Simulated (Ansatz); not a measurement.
Cost and result for the atomization energy of C₂H₄Cl₂Si, SMILES `Cl[C@@H]1[SiH2][C@H]1Cl` (9 atoms, 9 bonds).

Cartesian coordinates in Å:
```
Cl 0.041 2.289 0.831
C 0.506 0.744 0.138
Si -0.502 -0.270 -1.056
C -0.088 -0.519 0.743
Cl 1.015 -1.721 1.393
H 1.581 0.692 -0.009
H 0.235 -1.020 -2.091
H -1.884 0.133 -1.380
H -0.905 -0.328 1.432
```

The species carries charge 0 and has multiplicity 1. Geometry: relaxed with PBE0-D4/def2-TZVP. Program: Ansatz. All runs use 4 threads of an Arm Neoverse V1 on a shared host. Times are those of one run each, without the atoms' runs, and a repeat can differ threefold. Electronic energies, without spin–orbit coupling; frozen cores. CCSD(T)/CBS adds CCSD(T) − MP2 in def2-TZVPP to the MP2 limit, and its time is that of the two runs behind it. T1 = 0.011. B3LYP takes the VWN-RPA correlation (the form of Gaussian; ORCA's B3LYP/G).

CCSD(T)/CBS is a level of theory with its own doubt, some kJ/mol a heavy atom from the limit and from the frozen cores, so smaller differences don't rank the functionals.

```json
{"level": "PBE-D4/def2-TZVPP (with forces)", "functions": "244", "wall time": "2.8 s", "atomization (kcal/mol)": "739.2", "difference from CCSD(T)/CBS": "21.3", "per bond": "2.4"}
{"level": "PBE0-D4/def2-TZVPP", "functions": "244", "wall time": "3.8 s", "atomization (kcal/mol)": "726.5", "difference from CCSD(T)/CBS": "8.6", "per bond": "0.9"}
{"level": "B2PLYP/def2-TZVPP", "functions": "244", "wall time": "6 s", "atomization (kcal/mol)": "706.1", "difference from CCSD(T)/CBS": "-11.8", "per bond": "-1.3"}
{"level": "r2SCAN-D4/def2-TZVPP (with forces)", "functions": "244", "wall time": "6 s", "atomization (kcal/mol)": "724.0", "difference from CCSD(T)/CBS": "6.1", "per bond": "0.7"}
{"level": "B3LYP-D4/def2-TZVPP (with forces)", "functions": "244", "wall time": "6.5 s", "atomization (kcal/mol)": "713.8", "difference from CCSD(T)/CBS": "-4.1", "per bond": "-0.5"}
{"level": "ωB97X-V/def2-TZVPP", "functions": "244", "wall time": "9.5 s", "atomization (kcal/mol)": "723.2", "difference from CCSD(T)/CBS": "5.3", "per bond": "0.6"}
{"level": "ωB97M-V/def2-TZVPP (with forces)", "functions": "244", "wall time": "15 s", "atomization (kcal/mol)": "722.8", "difference from CCSD(T)/CBS": "4.9", "per bond": "0.5"}
{"level": "MP2/def2-QZVPP", "functions": "444", "wall time": "29 s", "atomization (kcal/mol)": "726.5", "difference from CCSD(T)/CBS": "8.6", "per bond": "1.0"}
{"level": "CCSD(T)/def2-TZVPP", "functions": "244", "wall time": "2.1 min", "atomization (kcal/mol)": "695.9", "difference from CCSD(T)/CBS": "-22.0", "per bond": "-2.4"}
{"level": "CCSD(T)/CBS(def2)", "functions": "–", "wall time": "2.6 min", "atomization (kcal/mol)": "717.9", "difference from CCSD(T)/CBS": "0.0", "per bond": "0.0"}
```

From PBE to PBE0 (25 % exact exchange), in def2-TZVPP and without D4, the atomization energy moves by −11.9 kcal/mol: exact exchange takes away binding that semilocal exchange gives to molecules. The D4 term adds +9.8 kcal/mol with B3LYP and +5.1 kcal/mol with PBE0; it sums over pairs of atoms, weighted by their polarisabilities, and B3LYP, whose exchange is more repulsive, gets the larger term. In def2-TZVPP, CCSD(T) changes the Hartree–Fock value by +187.3 kcal/mol (the triples alone add +14.4 kcal/mol) and MP2 by +204.8 kcal/mol; breaking electron pairs costs correlation energy, which Hartree–Fock lacks.
